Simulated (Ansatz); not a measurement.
Born–Oppenheimer molecular dynamics of AlH4ISi (7 atoms, charge 0, multiplicity 1). It starts from a relaxed structure.

Theory: RKS PBE/def2-SVP in Ansatz 0.2.0.

```json
{
  "ensemble": "NVE (Milne-controlled integrator)",
  "time step": "0.5 fs",
  "steps asked": "150",
  "starting velocities drawn for": "300 K",
  "seed": "487511"
}
```

Frames 2.5 fs apart, positions in Å.

Velocities at 30.0 fs (Å/ps):

```
Al -0.96 2.87 -2.64
Si 1.04 0.31 -0.98
I 0.23 -0.36 0.49
H -7.75 -9.07 6.95
H -7.28 -12.77 -4.52
H -8.33 -12.66 12.55
H -8.04 -5.92 20.50
```

```xyz
7
Properties=species:S:1:pos:R:3 time_fs=30.0 energy_less_start_eV=0.096 T=152
Al -1.068 0.263 -0.783
Si 1.083 0.133 0.215
I -0.495 -1.344 1.585
H -1.303 -0.606 -2.128
H -2.198 1.173 -0.192
H 1.764 0.923 1.301
H 2.063 -0.920 -0.252
7
Properties=species:S:1:pos:R:3 time_fs=32.5 energy_less_start_eV=0.115 T=122
Al -1.071 0.270 -0.790
Si 1.086 0.134 0.212
I -0.495 -1.345 1.586
H -1.319 -0.627 -2.105
H -2.222 1.153 -0.199
H 1.743 0.896 1.329
H 2.046 -0.931 -0.204
7
Properties=species:S:1:pos:R:3 time_fs=35.0 energy_less_start_eV=0.126 T=105
Al -1.075 0.276 -0.798
Si 1.090 0.134 0.211
I -0.494 -1.346 1.587
H -1.326 -0.648 -2.074
H -2.254 1.157 -0.197
H 1.724 0.883 1.351
H 2.044 -0.944 -0.170
7
Properties=species:S:1:pos:R:3 time_fs=37.5 energy_less_start_eV=0.132 T=96
Al -1.080 0.281 -0.805
Si 1.095 0.135 0.211
I -0.494 -1.348 1.589
H -1.327 -0.671 -2.045
H -2.280 1.175 -0.194
H 1.709 0.886 1.363
H 2.060 -0.958 -0.152
7
Properties=species:S:1:pos:R:3 time_fs=40.0 energy_less_start_eV=0.128 T=102
Al -1.086 0.287 -0.812
Si 1.100 0.135 0.212
I -0.494 -1.349 1.590
H -1.323 -0.702 -2.027
H -2.287 1.198 -0.198
H 1.697 0.902 1.365
H 2.086 -0.965 -0.149
7
Properties=species:S:1:pos:R:3 time_fs=42.5 energy_less_start_eV=0.104 T=139
Al -1.093 0.292 -0.819
Si 1.106 0.135 0.213
I -0.494 -1.350 1.591
H -1.316 -0.737 -2.018
H -2.268 1.221 -0.212
H 1.688 0.931 1.354
H 2.111 -0.953 -0.156
7
Properties=species:S:1:pos:R:3 time_fs=45.0 energy_less_start_eV=0.077 T=181
Al -1.101 0.297 -0.824
Si 1.113 0.133 0.215
I -0.494 -1.351 1.592
H -1.306 -0.770 -2.014
H -2.231 1.247 -0.234
H 1.685 0.968 1.332
H 2.132 -0.919 -0.169
7
Properties=species:S:1:pos:R:3 time_fs=47.5 energy_less_start_eV=0.063 T=202
Al -1.109 0.301 -0.829
Si 1.119 0.132 0.218
I -0.495 -1.353 1.593
H -1.295 -0.793 -2.006
H -2.190 1.284 -0.260
H 1.686 1.013 1.301
H 2.154 -0.872 -0.189
7
Properties=species:S:1:pos:R:3 time_fs=50.0 energy_less_start_eV=0.055 T=215
Al -1.116 0.303 -0.834
Si 1.125 0.130 0.220
I -0.495 -1.354 1.594
H -1.286 -0.802 -1.991
H -2.158 1.340 -0.283
H 1.691 1.060 1.265
H 2.185 -0.824 -0.214
7
Properties=species:S:1:pos:R:3 time_fs=52.5 energy_less_start_eV=0.055 T=216
Al -1.121 0.304 -0.838
Si 1.129 0.129 0.223
I -0.496 -1.355 1.595
H -1.283 -0.801 -1.973
H -2.137 1.411 -0.306
H 1.699 1.106 1.225
H 2.228 -0.783 -0.244
7
Properties=species:S:1:pos:R:3 time_fs=55.0 energy_less_start_eV=0.080 T=177
Al -1.125 0.304 -0.842
Si 1.133 0.129 0.226
I -0.496 -1.356 1.596
H -1.290 -0.798 -1.960
H -2.116 1.483 -0.333
H 1.708 1.146 1.185
H 2.272 -0.747 -0.272
7
Properties=species:S:1:pos:R:3 time_fs=57.5 energy_less_start_eV=0.108 T=133
Al -1.128 0.304 -0.843
Si 1.135 0.130 0.227
I -0.496 -1.357 1.597
H -1.309 -0.799 -1.959
H -2.087 1.539 -0.369
H 1.715 1.177 1.149
H 2.304 -0.710 -0.290
```

Of the whole run (75 fs, mean temperature of the second half 150 K): The conserved energy stayed within 0.0011 meV per atom of its start (net change -0.00057 meV per atom), so the integration is sound. The temperature averaged 0.50 of the 300 K drawn at the start: a run that starts near a minimum puts about half its kinetic energy into the potential. A run of 0.075 ps of so small a system gives no equilibrium averages.

Run time: 6.2 min on 1 thread of Arm Neoverse V1, on a shared host, peak memory 0.11 GiB.
